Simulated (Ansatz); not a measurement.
Si₂Mo₄⁺. The state is a doublet with charge 1. Geometry PBE-D4/def2-SVP; atoms count from 1.

Cartesian coordinates in Å:
```
Mo 1.0485 -1.0885 -0.5822
Mo 0.4496 -0.2473 1.8525
Mo -0.1405 1.0209 -0.4561
Mo -1.1311 -1.1589 -0.0677
Si -0.5651 -0.5705 -2.4563
Si 0.3386 2.0444 1.7097
```

In the def2 sets Mo takes a core potential; there is no spin–orbit coupling. The charge 1 doublet is spin-contaminated (final ⟨S²⟩ up to 1.95, 0.75 for a pure state). No other spin state of charge 1 was run. The geometry of the doublet was relaxed on an unsound state (⟨S²⟩ 1.19, where a pure state has 0.75). Another isomer (doublet) lies 2.16 eV lower at PBE0-D4/def2-TZVP; other spin states weren't run for this one.

(1) Estimate the Mulliken populations from the PBE0/def2-TZVP orbitals of Ansatz.

(2) Where does the spin sit?

(3) And the Mayer bond orders between bonded heavy atoms (over 0.3)?

Answers

(1) 
| atom | charge (e) | spin (α − β) | d electrons |
| --- | --- | --- | --- |
| Mo1 | 0.27 | 0.06 | 4.67 |
| Mo2 | 0.33 | -1.51 | 4.88 |
| Mo3 | 0.39 | 1.68 | 4.73 |
| Mo4 | 0.27 | 0.07 | 4.67 |
| Si5 | -0.11 | 0.20 | – |
| Si6 | -0.14 | 0.50 | – |
Mulliken values and Mayer orders depend strongly on the basis.

(2) Summed by element: Mo 0.30, Si 0.70, of 1 unpaired in all. Largest on single atoms: Mo3 1.68, Mo2 -1.51, Si6 0.50.

(3) Mo1–Mo2 1.01 (2.64 Å); Mo1–Mo3 1.44 (2.42 Å); Mo1–Mo4 2.40 (2.24 Å); Mo1–Si5 0.95 (2.53 Å); Mo2–Mo3 0.79 (2.70 Å); Mo2–Mo4 1.00 (2.65 Å); Mo2–Si6 1.75 (2.30 Å); Mo3–Mo4 1.44 (2.43 Å); Mo3–Si5 0.69 (2.59 Å); Mo3–Si6 0.96 (2.44 Å); Mo4–Si5 0.96 (2.52 Å).
